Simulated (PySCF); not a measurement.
Level of theory: PBE0/[Mo def2-TZVP with ECP28, O def2-TZVP, Cl def2-TZVP], scalar-relativistic core potentials, density fitting, no spin–orbit coupling, PySCF. Open shells, if any, are unrestricted.

Q: What shape and geometry does isolated singlet MoO₂Cl₂ take (every ligand bound to Mo)?

A: Formally Mo is in oxidation state +6, d0. The polar-tensor charge on Mo, 2.19, is far below the formal one. The lowest minimum found is a singlet of C2v symmetry with Mo–Cl 2.243 Å (×2), Mo–O 1.663 Å (×2); Cl–Mo–Cl 111.7°, Cl–Mo–O 109.6° (×4), O–Mo–O 106.7°. Its harmonic wavenumbers are 120 (a1), 182 (b2), 215 (a2), 246 (b1), 354 (a1), 450 (a1), 465 (b1), 1049 (b2), 1082 (a1) cm⁻¹ and its dipole moment is 1.23 D.

Only a few start shapes were tried, so a lower isomer may exist.
